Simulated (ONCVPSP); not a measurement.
Transferability test, ONCV potential for ruthenium (Ru)

ruthenium (Ru), optimised norm-conserving Vanderbilt (ONCV), made with ONCVPSP 4.0.1 (LDA (Perdew-Zunger), scalar-relativistic). Core [Ar] 3d10, reference 4s2 4p6 4d7 (charge +1). Waves: 4s: rc 1.20 bohr, ncon 4, nbas 8, qcut 7 1/bohr, 3 projectors, debl 3.4 Ha; 4p: rc 1.60 bohr, ncon 4, nbas 9, qcut 9.7 1/bohr, 2 projectors, debl 3.8 Ha; 4d: rc 1.40 bohr, ncon 3, nbas 7, qcut 6.5 1/bohr, 2 projectors, debl 0.4 Ha. Local part: polynomial inside 1.10 bohr (lpopt 5, dvloc0 0 Ha). Core correction: Teter function fitted to the true core (icmod 2), fcfact 0.45.

In the d channel the program set the typed energies aside and used -0.470, 0.250 Ha.

Energies are relative to the spin-unpolarised reference configuration 4s2 4p6 4d7; without spin polarisation the order of configurations can differ from experiment.

```csv
valence configuration,charge,ΔE all-electron (eV),error AE − PS (meV)
4s2 4p6 4d7 5s1,0,-7.613,+1.2
4s2 4p6 4d6,+2,18.437,-2.6
4s2 4p6 4d5,+3,49.286,-1.5
```

Question: What are ΔE and the potential's error for 4s2 4p6 4d7 5p1?

Answer: ΔE = -4.029 eV all-electron; the error (AE − PS) is +1.2 meV.
